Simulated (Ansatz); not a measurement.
Species: CdBr, charge 0, multiplicity 2. The spin state was set by rule; other spins were not relaxed. 
Geometry from a B3LYP-D3(BJ)/def2-TZVP (Ansatz, a first-principles code) optimisation:
SMILES: [Cd][Br]
```xyz
2

Cd     0.0000     0.0000    -1.0750
Br     0.0000     0.0000     1.4743
```
Charge 0, spin multiplicity 2.

Parts of the frozen-core correlation energy in def2-SVPD (Ansatz, hartree). Frozen orbitals: 18; correlated occupied orbitals by spin: 10 and 9; virtual: 47 and 48. UHF or UKS for open shells. Spin-orbit coupling is left out. In def2 rows, elements after Kr have scalar-relativistic effective core potentials.

```csv
term,value
reference (HF),-2738.98600
MP2 opposite-spin,?
MP2 same-spin,?
CCSD correlation,-0.39131
(T),?
T1 diagnostic,0.018
largest doubles amplitude,0.024
<S^2> of the reference,0.757
```

Task: Some entries are withheld; supply them.

Result: 
- MP2 opposite-spin, value: -0.25248
- MP2 same-spin, value: -0.13626
- (T), value: -0.00873
